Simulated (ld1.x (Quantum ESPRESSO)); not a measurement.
# Reading a pseudo-wave (S)

Columns: radius, all-electron u(r) and pseudo u(r) of the 3s shell (level -17.26 eV) of sulfur in the configuration [Ne] 3s2 3p4; PBE, scalar-relativistic, ultrasoft scheme, ld1.x (Quantum ESPRESSO) 7.5.

```json
{"r (bohr)": "0.075", "all-electron": "0.1826", "pseudo": "0.0405"}
{"r (bohr)": "0.150", "all-electron": "-0.0798", "pseudo": "0.0821"}
{"r (bohr)": "0.225", "all-electron": "-0.3053", "pseudo": "0.1255"}
{"r (bohr)": "0.300", "all-electron": "-0.4019", "pseudo": "0.1716"}
{"r (bohr)": "0.375", "all-electron": "-0.3848", "pseudo": "0.2208"}
{"r (bohr)": "0.450", "all-electron": "-0.2911", "pseudo": "0.2734"}
{"r (bohr)": "0.525", "all-electron": "-0.1546", "pseudo": "0.3291"}
{"r (bohr)": "0.600", "all-electron": "-0.0005", "pseudo": "0.3874"}
{"r (bohr)": "0.675", "all-electron": "0.1541", "pseudo": "0.4476"}
{"r (bohr)": "0.750", "all-electron": "0.2988", "pseudo": "0.5084"}
{"r (bohr)": "0.825", "all-electron": "0.4277", "pseudo": "0.5684"}
{"r (bohr)": "0.900", "all-electron": "0.5381", "pseudo": "0.6262"}
{"r (bohr)": "0.975", "all-electron": "0.6296", "pseudo": "0.6800"}
{"r (bohr)": "1.050", "all-electron": "0.7029", "pseudo": "0.7282"}
{"r (bohr)": "1.125", "all-electron": "0.7590", "pseudo": "0.7694"}
{"r (bohr)": "1.200", "all-electron": "0.7992", "pseudo": "0.8022"}
{"r (bohr)": "1.275", "all-electron": "0.8252", "pseudo": "0.8256"}
{"r (bohr)": "1.350", "all-electron": "0.8389", "pseudo": "0.8389"}
{"r (bohr)": "1.425", "all-electron": "0.8420", "pseudo": "0.8420"}
{"r (bohr)": "1.500", "all-electron": "0.8363", "pseudo": "0.8363"}
{"r (bohr)": "1.575", "all-electron": "0.8235", "pseudo": "0.8235"}
{"r (bohr)": "1.650", "all-electron": "0.8047", "pseudo": "0.8047"}
{"r (bohr)": "1.725", "all-electron": "0.7815", "pseudo": "0.7815"}
{"r (bohr)": "1.800", "all-electron": "0.7548", "pseudo": "0.7548"}
{"r (bohr)": "1.875", "all-electron": "0.7255", "pseudo": "0.7255"}
{"r (bohr)": "1.950", "all-electron": "0.6945", "pseudo": "0.6945"}
```

Task: How many radial nodes do the two functions have?

Result: The all-electron 3s function has n − l − 1 = 2; the pseudo-wave has 0, since the states of the same l below it are removed with the core.

Task: At about which radius was the pseudo-wave matched?

Result: 1.35 bohr. The columns agree to 0.0005 from 1.27 bohr on; several derivatives are matched, so the curves merge somewhat inside the radius.

Task: Is the pseudo-wave norm-conserving?

Result: No, it belongs to an ultrasoft set: the norm inside the radius is not constrained, and the difference is carried by the augmentation charge.
